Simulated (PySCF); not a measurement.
Isomers C₄H₁₂OSi₃:

A. `O=CC([SiH2]C=C)([SiH3])[SiH3]`
B. `COC1=C[SiH2]C1([SiH3])[SiH3]`
C. SMILES C(=C)(C=O)[Si@H]([SiH3])[SiH2]C

Spectrum 1. 1H NMR (400 MHz, computed): δ 4.54 (m, 2H), 4.10 (s, 6H), 3.93 (t, 1H), 3.90 (s, 3H). 13C{1H} NMR (computed): δ 180.3 (C), 84.2 (CH), 56.6 (CH3), 13.3 (C).

Spectrum 2. 1H NMR (400 MHz, computed): δ 9.79 (s, 1H), 7.36 (br s, 1H), 6.94 (br s, 1H), 4.07 (m, 1H), 3.91 (m, 1H), 3.79 (m, 1H), 3.50 (d, 3H), 0.49 (m, 3H). 13C{1H} NMR (computed): δ 205.0 (CH), 161.7 (C), 153.9 (CH2), -7.8 (CH3).

Spectrum 3. 1H NMR (400 MHz, computed): δ 9.69 (s, 1H), 6.48 (m, 1H), 6.41 (m, 1H), 6.24 (m, 1H), 4.73 (d, 2H), 4.10 (s, 6H). 13C{1H} NMR (computed): δ 208.1 (CH), 143.0 (CH2), 142.4 (CH), 28.3 (C).

Calculated, not measured (PySCF 2.14.0 with density-fitted response routines): geometry: GFN2-xTB, GIAO PBE0/pcSseg-1 shieldings. Rapidly exchanging positions averaged, non-relativistic Hamiltonian, one computed conformer, in vacuum.

Referencing at the same level of theory: TMS for 1H (σref 31.72), 13C (σref 186.93). Where no couplings were computed, multiplicities follow the n + 1 count of equivalent neighbours, and m marks all less simple cases (inequivalent or close neighbours, rings, F or P nearby). Shifts are as computed. Against solution values, carbons near 30 ppm lie about +3 ppm off and those near 130 ppm about +5 ppm. Of 1211 compounds with measured shifts, 218 miss one by over three times the rms of a fit or turn the order of signals round; such compounds aren't used in these exercises.

Task: Match each spectrum to its structure.

Result: 1–B, 2–C, 3–A.

- Spectrum 1 (B): 4 13C signals; δC 180.3 is an alkene carbon bearing oxygen; δC 84.2 is a β carbon of an enol-ether or enamine type C=C.
- Spectrum 2 (C): 4 13C signals; δC 205.0 is an aldehyde carbonyl carbon; δC 161.7 is an α carbon of a C=C–C=O unit.
- Spectrum 3 (A): 4 13C signals; δC 208.1 is an aldehyde carbonyl carbon; δC 143.0 is a terminal =CH2 carbon.
